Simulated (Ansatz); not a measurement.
CH3BF, SMILES `C[B-]F` (excited triplet) (charge -1, multiplicity 3). This triplet is an excited state, 1.11 eV above the relaxed singlet at the level frozen-core CCSD(T)/aug-cc-pVDZ // B3LYP-D3(BJ)/def2-TZVPD (Ansatz, a program for electronic structure).

The numbers are results of r2SCAN0/aug-cc-pVTZ // B3LYP-D3(BJ)/def2-TZVPD (Ansatz), not measurements.

Ansatz 0.2 input:
```yaml
crystal:
  periodic: [false, false, false]
  atoms:
    - { symbol: C, position_ang: [-0.478921, 0.052199, -0.022861] }
    - { symbol: B, position_ang: [1.041495, 0.52243, -0.119812] }
    - { symbol: F, position_ang: [2.087481, -0.376923, 0.143373] }
    - { symbol: H, position_ang: [-0.729568, -0.773319, -0.719839] }
    - { symbol: H, position_ang: [-0.770241, -0.306036, 0.985034] }
    - { symbol: H, position_ang: [-1.150246, 0.881651, -0.265895] }
basis:
  gaussian: { orbitals: aug-cc-pVTZ }
hamiltonian:
  xc: r2scan0
total_charge: -1
magnetization:
  spin_polarized: true
  initial_magnetization: 2
```

Output:

```
Functional definition: r2SCAN0
835 factors; their error is unknown
mean field evaluation 1: about -4471.2724 eV, gradient 3.6e1 eV
mean field evaluation 2: about -4467.2987 eV, gradient 5.2e1 eV
mean field evaluation 4: about -4475.8487 eV, gradient 1.2e1 eV
mean field evaluation 8: about -4477.0487 eV, gradient 6.6e-1 eV
mean field evaluation 16: about -4477.0543 eV, gradient 3.1e-2 eV
mean field evaluation 32: about -4477.0545 eV, gradient 3.0e-4 eV
mean field evaluation 64: about -4477.0507 eV, gradient 2.5e-5 eV
mean field evaluation 96: about -4476.8607 eV, gradient 1.5e0 eV
a density is far from that of the atoms, so the factors are made again for it
1219 factors; integrals over basis functions are off by at most 9.3e-4 eV
mean field -4477.05441574 eV, -164.5287151221 hartree, gradient 5.7e-6 eV, S^2 2.004054; 0 other end points of the search recorded, 0 dependent functions left out
reference -4477.05444849 eV, -164.5287163255 hartree; 13, 11 occupied and 194, 196 virtual orbitals, 1219 factors
Total energy: -4477.05444849 eV, -164.5287163255 hartree
```
